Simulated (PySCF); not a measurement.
VBr4: V(IV) (d1), charge 0. The structure is a PBE0-D3(BJ)/def2-SVP geometry optimised for multiplicity 2; coordination tetrahedral, point group D2d, metal–donor distances 2.27 Å.

The d shell alone is too small an active space for VBr4 (charge transfer from the heavy halide to so highly charged an ion is left out): its levels, fitted parameters, g values and moments show what this model gives and aren't sound predictions.

```
5

V     0.000    0.000    0.000
Br    1.281    1.322    1.322
Br    1.281   -1.322   -1.322
Br   -1.281   -1.322    1.322
Br   -1.281    1.322   -1.322
```

Method (PySCF 2.14, density fitting): CASSCF(1,5) with orbitals averaged over all microstates of the shell, strongly contracted NEVPT2 on the averaged canonical orbitals; basis x2c-TZVPall; spin-free X2C; gas phase; spin-orbit coupling by state interaction with the mean-field operator over all roots.

What is the ground state?

2A1 (from 2E) (S = 1/2, orbital degeneracy 1), with 1.0 electrons in the lower (e-type) set and 0.0 in the upper (t2-type) set, by NEVPT2; the next part of the same split term lies only 206 cm⁻¹ higher, which doesn't decide their order.

List the excited states of the same spin.

By NEVPT2: 2B1 (from 2E) at 206 cm⁻¹; 2E (from 2T2) at 9190 cm⁻¹ (1088 nm); 2B2 (from 2T2) at 10024 cm⁻¹ (998 nm). The strongest, at 10024 cm⁻¹, has f = 2.1e-03.

What ligand-field parameters describe the result?

At NEVPT2 level: orbital energies 0, 206, 9190, 9190, 10024 cm⁻¹; 10Dq = 9365 cm⁻¹ (difference of the means of the two sets); spin-orbit coupling on the heavy ligands mixes in, so no single ζ describes it.

What magnetic behaviour follows?

The ground doublet has g = 1.944, 1.944, 2.002. μeff is 1.75 μB at 300 K and 1.70 μB at 10 K; the spin-only value is 1.73 μB.

Charge-transfer states lie outside this active space and may come lower than some of these levels. 2B1 (from 2E) (206 cm⁻¹) lies within 300 cm⁻¹ of 2A1 (from 2E) at NEVPT2 level, inside the method's error: they are parts of one split term, whose order is undecided, and g values and low-temperature moments can hang on it. NEVPT2 lifts 2E (from 2T2) from 7776 to 9190 cm⁻¹; on the d shell alone such lifts tend to overshoot. NEVPT2 on the d shell alone tends to put d–d bands too high for such charged or covalently bound ions.

The job took 47 s on one thread of Arm Neoverse V1 (shared host), with 240 basis functions and a peak of 0.97 GiB, launched as `OMP_NUM_THREADS=1 python lf_run.py task.json out`.
